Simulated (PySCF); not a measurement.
**How methods differ on the excitation energy of Xe⁺**

Xe⁺ [Kr] 4d10 5s2 5p5 (2P) → Xe⁺ [Kr] 4d10 5s1 5p5 5d1 (high-spin determinant), as a difference of total energies. All numbers are calculated (PySCF 2.14, a scalar-relativistic core potential, in aug-cc-pVDZ-PP with ECP28MDF (5s4p3d, 32 functions)). Correlated levels: valence: 4s2 4p6 4d10 frozen. The calculations carry no spin-orbit coupling.

| method | excitation energy (cm⁻¹) |
| --- | --- |
| UHF | 207350 |
| LDA | 202290 |
| PBE | 198850 |
| PBE0 | 202250 |
| r2SCAN | 202370 |
| BLYP | 200310 |
| HSE06 | 202340 |
| M06-2X | 202040 |
| r2SCANh | 203250 |
| MP2 (valence) | 202310 |
| SCS-MP2 (valence) | 200820 |

The upper state lies above the first ionisation limit, where it may autoionise and the basis confines it.

The promoted electron is Rydberg-like, and one or two diffuse shells describe it only roughly, which tends to raise the upper state.

The determinant of the upper state mixes LS terms, which raises its energy above the lowest term, most at the Hartree-Fock and MP2 levels.
